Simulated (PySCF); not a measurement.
C6H5, charge +1, multiplicity 1. Atoms are numbered in the order given.

```xyz
11

C      0.0000     0.0000     1.1976
C      0.0000     1.2745     0.8205
C      0.0000     1.2165    -0.6146
C      0.0000     0.0000    -1.3008
C      0.0000    -1.2165    -0.6146
C      0.0000    -1.2745     0.8205
H      0.0000     2.2006     1.3989
H      0.0000     2.1837    -1.1288
H      0.0000     0.0000    -2.3924
H      0.0000    -2.1837    -1.1288
H      0.0000    -2.2006     1.3989
```
Charge +1, spin multiplicity 1.

Geometry: B3LYP-D3(BJ)/def2-SVP. The multiplicity is an assumed one; no other spin state was optimised. The isomer is the one that the SMILES or the coordinates give; other isomers of the formula were not compared.

Calculation: PySCF with ωB97X/def2-TZVP.

The molecule is in vacuum.

Question: Estimate the frontier levels, gap, dipole moment and polarisability. (The exact figures need the calculation; the answer reports its results.)

Answer: 
```
Item                                                              Result
------------------------------------------------  ----------------------
highest occupied level                                         -15.73 eV
lowest empty level                                              -7.06 eV
orbital gap                                                      8.67 eV
dipole moment about the centre of nuclear charge               0.292 e·Å
mean static polarisability                          56.9 bohr³ (8.43 Å³)
polarisability, principal values                  32.9, 64.0, 73.7 bohr³
```
